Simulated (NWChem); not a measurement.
Molecule: C3H4F2Si; SMILES FC(F)C#C[SiH3]

Question: Give the equilibrium geometry at PBE0/def2-SVP (NWChem) as a list of bonds and angles, with the point group.

Answer: point group C1; any orientation.
Bonded distances (Å): F1–C2 1.348, C2–F3 1.348, C2–C4 1.467, C2–H7 1.105, C4–C5 1.216, C5–Si6 1.840, Si6–H8 1.491, Si6–H9 1.490, Si6–H10 1.490. Angles (°): F1–C2–F3 108.1, F1–C2–C4 110.4, F1–C2–H7 108.3, F3–C2–C4 110.4, F3–C2–H7 108.3, C4–C2–H7 111.2, C2–C4–C5 178.3, C4–C5–Si6 178.2, C5–Si6–H8 109.4, C5–Si6–H9 108.8, C5–Si6–H10 108.9, H8–Si6–H9 109.9, H8–Si6–H10 109.8, H9–Si6–H10 110.0.
